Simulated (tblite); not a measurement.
Isomers of C6H12FNSi. Computed with GFN2-xTB (tblite): harmonic, unscaled wavenumbers at the GFN2-xTB geometry, gas phase. Against measured fundamentals such values can be off by several per cent, at times by over 20. Modes of hydrogen on silicon can be 10 to 20 % off. One conformer each.

Electronic energies: GFN2-xTB at the same geometries; isomer energies are rough at this level and their order can be wrong.

| SMILES | electronic energy, lowest = 0 (kJ/mol) |
| --- | --- |
| CC(C)[SiH2]C[C@H](F)C#N | 18.0 |
| C[C@@H]([SiH3])CC[C@H](F)C#N | 0.0 |
| CC(C)C[SiH2][C@H](F)C#N | 7.4 |
| C[SiH](C)CC[C@H](F)C#N | 37.8 |

Question: How do GFN2-xTB zero-point energies change the relative energies?

Answer: 
```csv
SMILES,ZPE (kJ/mol),of it from modes above 1550 cm⁻¹,electronic (kJ/mol),"with ZPE, lowest = 0 (kJ/mol)",lowest mode (cm⁻¹),rings
C[C@@H]([SiH3])CC[C@H](F)C#N,428.4,215.0,0.0,0.0,27,0
CC(C)C[SiH2][C@H](F)C#N,432.3,220.6,7.4,11.3,28,0
CC(C)[SiH2]C[C@H](F)C#N,432.6,220.5,18.0,22.2,27,0
C[SiH](C)CC[C@H](F)C#N,433.8,225.2,37.8,43.2,26,0
```

The zero-point energies span 5.4 kJ/mol, from `C[C@@H]([SiH3])CC[C@H](F)C#N` to `C[SiH](C)CC[C@H](F)C#N`. The order is unchanged.

Question: What do entropy and thermal enthalpy add at 298.15 K and 1 bar (rigid rotor, harmonic oscillator, one conformer each)?

Answer: 
```json
{"SMILES": "C[C@@H]([SiH3])CC[C@H](F)C#N", "point group": "C1", "symmetry number": "1", "S (J/(mol K))": "456.0", "H − H(0) (kJ/mol)": "33.66", "ZPE + H − H(0) − TS (kJ/mol)": "326.1"}
{"SMILES": "CC(C)C[SiH2][C@H](F)C#N", "point group": "C1", "symmetry number": "1", "S (J/(mol K))": "464.9", "H − H(0) (kJ/mol)": "34.51", "ZPE + H − H(0) − TS (kJ/mol)": "328.2"}
{"SMILES": "CC(C)[SiH2]C[C@H](F)C#N", "point group": "C1", "symmetry number": "1", "S (J/(mol K))": "465.1", "H − H(0) (kJ/mol)": "34.50", "ZPE + H − H(0) − TS (kJ/mol)": "328.4"}
{"SMILES": "C[SiH](C)CC[C@H](F)C#N", "point group": "C1", "symmetry number": "1", "S (J/(mol K))": "477.2", "H − H(0) (kJ/mol)": "35.95", "ZPE + H − H(0) − TS (kJ/mol)": "327.5"}
```
